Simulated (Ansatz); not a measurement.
(KI)4 cube (K₄I₄). The state is a singlet with charge 0. Geometry r2SCAN-D4/def2-SVP, basis def2-TZVP, Ansatz.

```csv
run,HOMO (eV),LUMO (eV)
A,-5.26,-1.35
B,-6.53,-0.87
C,-6.12,-0.69
D,-5.45,-1.39
E,-7.43,-0.52
F,-5.73,-0.81
```

In the def2 sets I takes a core potential; there is no spin–orbit coupling.

Question: The runs used BHLYP, BLYP, PBE, PBE0, r2SCAN, r2SCANh. Estimate which is which.

Answer: A BLYP (0 % exact exchange); B PBE0 (25 % exact exchange); C r2SCANh (10 % exact exchange); D PBE (0 % exact exchange); E BHLYP (50 % exact exchange); F r2SCAN (0 % exact exchange). Exact exchange lowers occupied and raises empty levels; among semilocal functionals meta-GGAs tend to open the gap a little, and such runs are hard to tell apart. The gap grows from 3.90 eV (BLYP) to 6.91 eV (BHLYP).
